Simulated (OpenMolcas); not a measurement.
## As2+: the spin-orbit constant, worked from levels

```yaml
Program: OpenMolcas
Basis: ANO-RCC-VQZP [7s6p4d2f1g]
Scalar_Hamiltonian: DKH2, point nucleus
Active_space: 1 electron in 9 orbitals (RAS2 4p; RAS3 4d 5s, at most 1 electron)
State_averaging: 2S+1 = 2 odd, 3 roots; 2S+1 = 2 even, 6 roots
Spin-orbit_coupling: RASSI with atomic mean-field integrals over the reference wave functions, term energies averaged over their components
```

Methods: RASSCF; SS-RASPT2, IPEA 0.25 Eh, imaginary shift 0.1 Eh (closed shells correlated: 3d 4s). Measured levels: Moore, Atomic Energy Levels, vol. II, NSRDS-NBS 35 (1971 reprint of NBS Circular 467, 1952).

**The spin-orbit constant.** For the Hund term 2P* of p1, E(J) = (A/2) J(J+1) + constant and ζ = 2S·A = A. From J = 1/2 to J = 3/2 the energy changes by 1.5 A.

```csv
Source,E(3/2) - E(1/2),A,ζ
RASSCF,2592.9,1728.6,1729
SS-RASPT2,2592.9,1728.6,1729
measured,2940.0,1960.0,1960
```

All in cm-1. SS-RASPT2 is off by -11.8 % and RASSCF by -11.8 %. Both methods take the spin-orbit matrix elements from the reference wave functions, so the second can move ζ only through the term energies and any multistate remixing.

With one active electron the reference holds no correlation, so core polarisation is missing (holds for RASSCF). With one active electron, CASPT2 adds the correlation within the correlated inactive shells and between them and that electron, and leaves the splitting within a term as the reference gives it (holds for SS-RASPT2). Measured partners are found by configuration, term and J. A level has none where our copy of the source lacks it or the pairing is in doubt (some pairs that miss far off the trend of their configuration count as doubtful), and it then counts in no deviation. Levels of configurations outside the active space are missing.

* marks odd parity.
